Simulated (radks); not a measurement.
Valence configurations of Bi+. Method: Dirac Kohn-Sham, PBEsol, spin-unpolarised, spherical densities, point nucleus; open shells fill j = l - 1/2 first; computed with a radial shooting solver on a logarithmic mesh with Libxc functionals. Energies are relative to [Hg] 6p2; eigenvalues in eV.

valence,E (eV),e(4f5/2),e(4f7/2),e(5d3/2),e(5d5/2),e(6p1/2)
[Hg] 6p2,0.000,-162.23,-156.74,-35.877,-32.873,-12.595
[Xe] 4f14 5d10 6s1 6p3,11.263,-164.30,-158.81,-37.796,-34.768,-13.640
[Xe] 4f12 5d10 6s2 6p4,330.92,-204.06,-198.26,-50.044,-46.387,-16.371
[Xe] 4f14 5d9.5 6s2 6p2.5,11.695,-165.49,-160.00,-38.369,-35.297,-13.504
[Xe] 4f13 5d10 6s2 6p3,155.82,-182.84,-177.19,-42.876,-39.546,-14.514
[Xe] 4f13 5d10 6s1 6p4,168.24,-184.82,-179.18,-44.702,-41.349,-15.479
[Xe] 4f14 5d9 6s2 6p3,24.237,-168.76,-163.26,-40.832,-37.692,-14.382
[Xe] 4f13.5 5d9.5 6s2 6p3,88.519,-175.76,-170.19,-41.854,-38.620,-14.449
[Xe] 4f14 5d10 6p4,22.884,-166.28,-160.78,-39.617,-36.565,-14.604

NIST lists [Hg] 6p2 as the ground configuration; this level of theory agrees among the configurations tried. The energies are those of spherical spin-averaged densities, not of single terms.
